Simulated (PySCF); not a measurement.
O₃Se, SMILES [O-][Se+2](=O)[O-].

The structure is a stationary point at B3LYP-D3(BJ)/def2-SVP.

These are PySCF with B3LYP-D3(BJ)/def2-SVP values and carry that method's errors.

Frequencies are harmonic and unscaled.

Modes within 1.5 cm⁻¹ of each other (mostly degenerate sets) share a row, with their intensities summed.

```
mode  ν (cm⁻¹)  IR (km/mol)  moving atoms (share of kinetic energy)
----  --------  -----------  --------------------------------------
1          266         27.0                         O 62 %, Se 38 %
2–3        345         54.1                         O 86 %, Se 14 %
4          899          0.0                                 O 100 %
5–6       1016        139.4                         O 76 %, Se 24 %
```
